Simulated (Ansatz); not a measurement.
# From F to I: the vertical ionisation energy

One atom is swapped for its congeners: SiH3F `F[SiH3]`; SiH3Cl (chlorosilane) `[SiH3]Cl`; SiH3Br `[SiH3]Br`; SiH3I `[SiH3]I`. All are singlets with charge 0.

Shapes, held fixed at every level: PBE0-D4/def2-TZVP. Programs: Ansatz 0.2.0. Values in eV.

```json
{"level": "PBE-D4/def2-TZVPP", "SiH3F": "12.08", "SiH3Cl": "11.14", "SiH3I": "9.83"}
{"level": "B3LYP-D4/def2-TZVPP", "SiH3F": "12.51", "SiH3Cl": "11.46", "SiH3I": "10.01"}
{"level": "PBE0-D4/def2-TZVPP", "SiH3F": "12.46", "SiH3Cl": "11.46", "SiH3I": "9.98"}
{"level": "wB97M-V/def2-TZVPP", "SiH3F": "12.63", "SiH3Cl": "11.64", "SiH3I": "9.96"}
{"level": "wB97X-V/def2-TZVPP", "SiH3F": "12.68", "SiH3Cl": "11.71", "SiH3I": "10.04"}
{"level": "B2PLYP/def2-TZVPP", "SiH3F": "12.60", "SiH3Cl": "11.59", "SiH3I": "10.00"}
```

Question: Estimate the column for SiH3Br from its neighbours.

Answer: The mean of the neighbours at B2PLYP/def2-TZVPP is 10.79 eV, against 10.94 from the run. All rows: PBE-D4/def2-TZVPP 10.62; B3LYP-D4/def2-TZVPP 10.88; PBE0-D4/def2-TZVPP 10.87; wB97M-V/def2-TZVPP 10.95; wB97X-V/def2-TZVPP 11.02; B2PLYP/def2-TZVPP 10.94 eV. At B2PLYP/def2-TZVPP the vertical ionisation energy falls at every step, from 12.60 to 10.00 eV. Every level shows the same order. For atoms past krypton def2 sets carry core potentials with scalar relativity. Relativity is left out for Br unless named. Correlated rows may include outer-core shells of Br, I, which these sets cover unevenly. The lone pairs of the heavier congeners lie higher, so an electron comes off more easily. Spin-orbit coupling, which grows down the group, is left out.
